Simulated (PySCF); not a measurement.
Species: BGeH8NSi.
Bonds: B1–Ge2, Ge2–N3, N3–Si4. Hydrogens: H5, H6 on B1; H7, H8 on Ge2; H9 on N3; H10, H11, H12 on Si4.

Computed with PySCF at CAM-B3LYP/def2-SVPD, non-relativistic, on one gas-phase PBE0-D3(BJ)/def2-SVP geometry that isn't relaxed in the solvent. The solvent is an IEF-PCM continuum (Bondi radii, 1.10 Å for H, scaled by 1.2), and excitations are vertical TDDFT with non-equilibrium linear response and a frozen core. Specific hydrogen bonds and non-electrostatic terms are outside this model. Spin–orbit coupling is left out although an atom past zinc is present.

Gas-phase singlets (H = HOMO, L = LUMO):

| state | E (eV) | λ (nm) | f | leading configurations |
| --- | --- | --- | --- | --- |
| S1 | 3.917 | 317 | 0.004 | H→L 60%, H-1→L 38% |
| S2 | 4.747 | 261 | 0.003 | H-1→L 57%, H→L 38% |
| S3 | 5.597 | 222 | 0.000 | H-4→L 62%, H-6→L 23% |
| S4 | 5.972 | 208 | 0.004 | H→L+1 87%, H→L+2 8% |
| S5 | 6.700 | 185 | 0.056 | H-3→L 48%, H-2→L 24% |

Task: How does the list change in dimethylsulfoxide (ε = 46.83)?

Result: 
| state | E (eV) | λ (nm) | f | leading configurations | change by rank (eV) |
| --- | --- | --- | --- | --- | --- |
| S1 | 4.023 | 308 | 0.006 | H→L 56%, H-1→L 41% | +0.106 |
| S2 | 4.899 | 253 | 0.005 | H-1→L 54%, H→L 42% | +0.152 |
| S3 | 5.611 | 221 | 0.000 | H-4→L 63%, H-3→L 17% | +0.014 |
| S4 | 6.033 | 206 | 0.005 | H→L+1 89% | +0.061 |
| S5 | 6.826 | 182 | 0.071 | H-2→L 47%, H-3→L 26% | +0.126 |

Task: The ground-state energy changes by -0.086 eV from gas to dimethylsulfoxide. By how much does the total energy of gas-phase S1 change?

Result: E(S1) = E(S0) + excitation energy, so it changes by -0.086 + 0.106 = +0.020 eV: it isn't lowered at all, while the ground state is. This is the vertical state, with the slow part of the continuum still set for S0.

Task: How do the frontier levels move from gas to dimethylsulfoxide?

Result: 
| orbital | gas (eV) | solvent (eV) | change (eV) | Löwdin shares, gas | Löwdin shares, solvent |
| --- | --- | --- | --- | --- | --- |
| LUMO+2 | 1.26 | 1.45 | +0.19 | B1 45 %, Ge2 16 %, H7 6 %, H8 6 % | B1 42 %, Ge2 18 %, Si4 7 %, H8 6 % |
| LUMO+1 | 0.87 | 1.03 | +0.16 | Si4 22 %, Ge2 20 %, B1 16 %, H9 11 % | Si4 27 %, Ge2 20 %, B1 11 %, N3 8 % |
| LUMO | -1.41 | -1.11 | +0.30 | B1 56 %, Ge2 19 %, H6 10 %, H5 10 % | B1 56 %, Ge2 19 %, H6 10 %, H5 10 % |
| HOMO | -8.44 | -8.35 | +0.09 | N3 52 %, Si4 11 %, Ge2 10 %, H7 7 % | N3 52 %, Ge2 11 %, Si4 10 %, H7 8 % |
| HOMO-1 | -9.84 | -9.66 | +0.18 | B1 32 %, Ge2 27 %, N3 9 %, H8 7 % | B1 32 %, Ge2 28 %, N3 9 %, H8 8 % |
| HOMO-2 | -10.70 | -10.68 | +0.02 | Si4 31 %, H11 25 %, H10 10 %, Ge2 9 % | Si4 25 %, H11 18 %, Ge2 16 %, H7 12 % |
| HOMO-3 | -10.79 | -10.72 | +0.07 | Ge2 20 %, Si4 18 %, H8 17 %, H12 15 % | Si4 19 %, H12 17 %, Ge2 16 %, H8 14 % |

The HOMO–LUMO gap goes from 7.03 to 7.23 eV. Rows go by rank; for HOMO-3 and HOMO-2 the atom shares or the degeneracy differ between the runs, so the row needn't follow one orbital.

Conformer computed: `[BH2:1][GeH2:2][NH:3][SiH3:4]`: B1–Ge2–N3–Si4 -160°.
